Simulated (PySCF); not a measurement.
## Working out the ionisation energy of Ta

Ta [Xe] 4f14 5d3 6s2 (4F) → Ta⁺ [Xe] 4f14 5d3 6s1 (5F). Computed with PySCF 2.14 in def2-SVP with the def2 core potential (60 electrons) (6s3p2d1f, 32 functions), with scalar relativity through the core potential. Frozen: 5s2 5p6. Energies in hartree (1 hartree = 27.21139 eV):

```csv
part,Ta (lower),Ta⁺ (upper)
UHF,-56.285807,-56.075224
MP2 opposite-spin,-0.030951,0.000000
MP2 same-spin,-0.018039,-0.017594
```

Question: What does Hartree-Fock give?

Answer: (-56.075224) − (-56.285807) = 0.210583 hartree = 5.730 eV.

Question: What do MP2 and SCS-MP2 (6/5 opposite-spin, 1/3 same-spin) give?

Answer: The opposite-spin parts differ by 0.842 eV and the same-spin parts by 0.012 eV. MP2: 5.730 + (0.842) + (0.012) = 6.584 eV. SCS-MP2: 5.730 + 1.2 × (0.842) + (0.012)/3 = 6.744 eV.

Measured between the centres of the two terms (NIST): 7.573 eV, so MP2 (valence) is off by -0.989 eV.

A double-zeta basis recovers only part of the correlation energy.

What remains against the reference includes basis incompleteness, the frozen core and correlation beyond second order.
